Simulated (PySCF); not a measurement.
Compound: C₂H₁₀FNSi₂.
Z-matrix (Å and degrees, GFN2-xTB geometry), rows numbered from 1:
```
C 
C   1  1.5175
F   2  1.3990  1  108.46
Si  2  1.9259  1  114.09  3  -119.48
Si  4  2.3085  2  108.36  1    66.54
N   5  1.7262  4  104.65  2  -176.51
H   1  1.0866  2  109.26  3  -176.11
H   1  1.0883  2  110.39  3    64.04
H   1  1.0894  2  110.88  3   -56.17
H   2  1.0955  1  109.76  3   113.73
H   4  1.4717  2  104.14  1   -59.31
H   4  1.4726  2  105.03  1  -169.44
H   5  1.4703  4  114.91  2   -64.38
H   5  1.4753  4  113.51  2    58.14
H   6  1.0067  5  119.48  4   -50.96
H   6  1.0070  5  118.67  4   171.24
```

Theory: PySCF, TDDFT CAM-B3LYP/def2-SVPD, vertical, gas phase, core orbitals frozen in the response.

Computed states:

```
state  E (eV)       f
   S1    5.81  0.0054
   S2    6.91   0.030
   S3    7.01   0.034
   S4    7.32   0.073
   S5    7.36   0.013
   S6    7.57   0.042
   S7    7.69   0.023
   S8    7.84   0.014
```

Broadening: Gaussians 0.4 eV wide at half height, area fixed by f = 4.319×10⁻⁹ ∫ε dν̃. The width is an assumption, not a result. The curve ends short of the highest state used, and states not computed would add to its high-energy end.

(1) What does the envelope look like, and where are its maxima?

(2) Coming from long wavelengths, where does ε first pass 100 L mol⁻¹ cm⁻¹?

(3) On this curve, what absorbance would a 10⁻⁵ mol/L sample give at 193 nm over a 1 cm path?

Answers

(1) 
(E (eV), ε (L mol⁻¹ cm⁻¹)): (5.21, 1), (5.24, 1), (5.28, 3), (5.32, 6), (5.35, 10), (5.39, 18), (5.43, 31), (5.47, 51), (5.50, 71), (5.54, 105), (5.58, 148), (5.61, 185), (5.65, 236), (5.69, 285), (5.72, 317), (5.76, 348), (5.80, 362), (5.83, 359), (5.87, 338), (5.91, 301), (5.95, 254), (5.98, 216), (6.02, 165), (6.06, 120), (6.09, 90), (6.13, 59), (6.17, 37), (6.20, 25), (6.24, 15), (6.28, 10), (6.31, 9), (6.35, 12), (6.39, 22), (6.43, 44), (6.46, 73), (6.50, 136), (6.54, 240), (6.57, 356), (6.61, 575), (6.65, 882), (6.68, 1176), (6.72, 1649), (6.76, 2201), (6.79, 2647), (6.83, 3248), (6.87, 3812), (6.91, 4293), (6.94, 4586), (6.98, 4884), (7.02, 5103), (7.05, 5244), (7.09, 5444), (7.13, 5702), (7.16, 5946), (7.20, 6334), (7.24, 6754)

Maxima: 214 nm (5.81 eV), ε about 360, made up of S1 (100%) (ε in L mol⁻¹ cm⁻¹; maxima over ε = 5, shares over 10%). At its high-energy end, 7.24 eV, the curve is still rising (ε about 6800, from S3, S4 and S5).

(2) At about 224 nm (5.53 eV), 0.27 eV below S1.

(3) 193 nm is 6.424 eV, where ε is about 40 L mol⁻¹ cm⁻¹, so A = ε c l ≈ 0.0004 (Beer–Lambert, with the gas-phase spectrum and the assumed width).

On an Arm Neoverse V1 with one thread, no GPU, shared host with 64 logical CPUs at a one-minute load of 28, this took 40 s and 0.96 GiB of memory at its peak.

One conformer stands for the species.

Without π bonds the low states are Rydberg-like; a valence basis with one diffuse set may place them up to an eV too high.
